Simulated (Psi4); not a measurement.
HCl$_{2}$FSSi (SMILES F[Si](S)(Cl)Cl), singlet, at a GFN2-xTB geometry. Base run: CCSD(T)/def2-SVP in Psi4 1.11.

Psi4 was given this input:
```
memory 2 GB

molecule {
0 1
F    -0.38930945    0.40665327    1.70994084
Si   -0.08592357    0.04878326    0.16755268
S     1.82821102   -0.90953222    0.14361714
Cl   -1.49127436   -1.21546995   -0.44466200
Cl   -0.09816747    1.81183116   -0.77851503
H     2.47584961    0.07153005    0.76093052
}

set {
  basis def2-svp
  freeze_core true
}

energy('ccsd(t)')
print_variables()
```

Each row names what was changed in the base input (with any setting that the change needs).

| change | ΔE vs base (mEh) | MP2 correlation (Eh) | basis functions | core-seconds (rough) |
|---|---|---|---|---|
| base | 0.000 | -0.66779 | 91 | 20 |
| method = ccsd | [?] | -0.66779 | 91 | 10 |
| method = qcisd(t) | -0.582 | -0.66779 | 91 | 10 |
| method = dlpno-mp2 | 58.015 | -0.66788 | 91 | 2 |
| method = mp2 | 57.943 | -0.66795 | 91 | 2 |
| method = mp4 | -1.134 | -0.66779 | 91 | 8 |
| method = fno-ccsd(t) | 0.000 | -0.66779 | 91 | 10 |
| method = mp3 | [?] | -0.66795 | 91 | 2 |

Problem. What belongs in the gaps?

Solution. 
- method = ccsd, ΔE vs base (mEh): 15.510
- method = mp3, ΔE vs base (mEh): 20.351
